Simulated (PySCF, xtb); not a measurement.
B(H)2(SH) (BH₃S), SMILES BS.

GFN2-xTB run with xtb 6.7.1 at its own geometry gives an orbital gap of 4.27 eV and a dipole moment of 1.49 D.

Coordinates come from a ωB97X-D3(BJ)/def2-TZVP optimisation.

What does r2SCAN/def2-TZVPD run with PySCF give? (Estimate from the structure and the level; the computed values follow.)

gap 5.62 eV (levels -7.58 and -1.96 eV), dipole 0.88 D.
